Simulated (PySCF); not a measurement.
C₆H₅, SMILES c1cccc[c]1, multiplicity 2. Atoms are numbered in the order given.

```xyz
11

C      0.0000     0.0000    -1.3970
C      0.0000    -1.2257    -0.7707
C      0.0000    -1.2127     0.6310
C      0.0000     0.0000     1.3221
C      0.0000     1.2127     0.6310
C      0.0000     1.2257    -0.7707
H      0.0000    -2.1676    -1.3257
H      0.0000    -2.1576     1.1815
H      0.0000     0.0000     2.4145
H      0.0000     2.1576     1.1815
H      0.0000     2.1676    -1.3257
```
Charge 0, spin multiplicity 2.

Coordinates come from a PBE0-D3(BJ)/def2-SVP optimisation. The isomer is the one that the SMILES or the coordinates give; other isomers of the formula were not compared.

Two levels are set side by side: PBE/pcH-1 (PySCF) and PBE0/pcH-1 (PySCF). Contact hyperfine couplings, same geometry. Differences are taken from unrounded values.

```json
[
 {"quantity": "A(iso) of 13C, atom C1 (MHz)", "PBE": "369.8"},
 {"quantity": "A(iso) of 13C, atom C2 (MHz)", "PBE": "12.4"},
 {"quantity": "A(iso) of 13C, atom C3 (MHz)", "PBE": "46.1"},
 {"quantity": "A(iso) of 13C, atom C4 (MHz)", "PBE": "-5.2"},
 {"quantity": "A(iso) of 13C, atom C5 (MHz)", "PBE": "46.1"},
 {"quantity": "A(iso) of 13C, atom C6 (MHz)", "PBE": "12.4"},
 {"quantity": "A(iso) of 1H, atom H7 (MHz)", "PBE": "54.2"},
 {"quantity": "A(iso) of 1H, atom H8 (MHz)", "PBE": "18.4"},
 {"quantity": "A(iso) of 1H, atom H9 (MHz)", "PBE": "7.2"},
 {"quantity": "A(iso) of 1H, atom H10 (MHz)", "PBE": "18.4"},
 {"quantity": "A(iso) of 1H, atom H11 (MHz)", "PBE": "54.2"}
]
```

Q: These are the PBE values. What does PBE0 give? (An estimate is asked for; the answer gives what the named calculation found.)

A: 
```
quantity                       PBE0  PBE minus PBE0
----------------------------  -----  --------------
A(iso) of 13C, atom C1 (MHz)  398.3           -28.5
A(iso) of 13C, atom C2 (MHz)    8.6             3.8
A(iso) of 13C, atom C3 (MHz)   49.3            -3.1
A(iso) of 13C, atom C4 (MHz)   -8.6             3.4
A(iso) of 13C, atom C5 (MHz)   49.3            -3.1
A(iso) of 13C, atom C6 (MHz)    8.6             3.8
A(iso) of 1H, atom H7 (MHz)    51.8             2.4
A(iso) of 1H, atom H8 (MHz)    14.7             3.8
A(iso) of 1H, atom H9 (MHz)     6.7             0.5
A(iso) of 1H, atom H10 (MHz)   14.7             3.8
A(iso) of 1H, atom H11 (MHz)   51.8             2.4
```

Rough cost on one machine, each run with all the roots and properties that it gave: PBE0 against PBE within a factor of 2.
